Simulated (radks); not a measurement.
Se3+, configuration [Ar] 3d10 4s2 4p1. Calculated with a radial shooting solver on a logarithmic mesh with Libxc functionals: Dirac Kohn-Sham, PBE, spin-unpolarised, spherical densities, point nucleus; open shells are shared between the two j in proportion to 2j + 1.

Unscreened Slater integrals over Kohn-Sham orbitals (hartree). Large and small components are both included.

\begin{tabular}{lr}
integral & value \\ \hline
F0(4p3/2,4p3/2) & 0.47607 \\
F2(4p3/2,4p3/2) & 0.25318 \\
F0(4p3/2,4p1/2) & 0.47936 \\
G2(4p3/2,4p1/2) & 0.25470 \\
F0(4p3/2,4s1/2) & 0.50791 \\
G1(4p3/2,4s1/2) & 0.34088 \\
F0(4p3/2,3d5/2) & 0.61345 \\
F2(4p3/2,3d5/2) & 0.13493 \\
G1(4p3/2,3d5/2) & 0.047737 \\
G3(4p3/2,3d5/2) & 0.043622 \\
F0(4p1/2,4p1/2) & 0.48276 \\
F0(4p1/2,4s1/2) & 0.51213 \\
G1(4p1/2,4s1/2) & 0.34642 \\
F0(4p1/2,3d5/2) & 0.62128 \\
G3(4p1/2,3d5/2) & 0.045138 \\
F0(4s1/2,4s1/2) & 0.54885 \\
F0(4s1/2,3d5/2) & 0.69471 \\
G2(4s1/2,3d5/2) & 0.065423 \\
F0(3d5/2,3d5/2) & 1.4637 \\
F2(3d5/2,3d5/2) & 0.69552 \\
F4(3d5/2,3d5/2) & 0.43644 \\
\end{tabular}
